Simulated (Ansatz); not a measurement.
Question: Name a neutral molecule of Cl, N, O, Si and H with HOMO energy (PBE0/def2-TZVPP) between -7.70 and -7.40 eV and LUMO energy (ωB97M-V/def2-TZVPP) between 1.35 and 1.65 eV (Ansatz, PBE0-D4/def2-TZVP geometry).

Answer: `N[Si]([SiH3])(Cl)O[SiH3]` (-7.62 eV, 1.59 eV). Other molecules can fit too; these were computed, each in one conformer that needn't be the lowest.
